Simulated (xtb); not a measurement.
Mg(H)(SH) (H₂MgS), SMILES [MgH][SH]. All values are semi-empirical tight-binding results from xtb (GFN2-xTB unless named), good for trends rather than for accurate numbers. The structure is a stationary point at GFN2-xTB.

Optimised geometry:

Bond lengths (Å): Mg1–H2 1.610, Mg1–S3 2.289, S3–H4 1.327. Bond angles (°): H2–Mg1–S3 153.9, Mg1–S3–H4 99.8.
Charge 0, spin multiplicity 1.

For metal compounds this method's bond lengths and energies can be far off.

```yaml
point_group_as_xtb_finds_it: Cs
orbital_gap: 2.77 eV
zero_point_energy: 6.8 kcal/mol
G − E(el) at 298.15 K (modified RRHO): -9.6 kcal/mol
```

Computed atomic charges and the Wiberg bond orders between heavy atoms:
charges (e) Mg1 0.48, H2 -0.15, S3 -0.50, H4 0.16. Bond orders Mg1–S3 0.91.
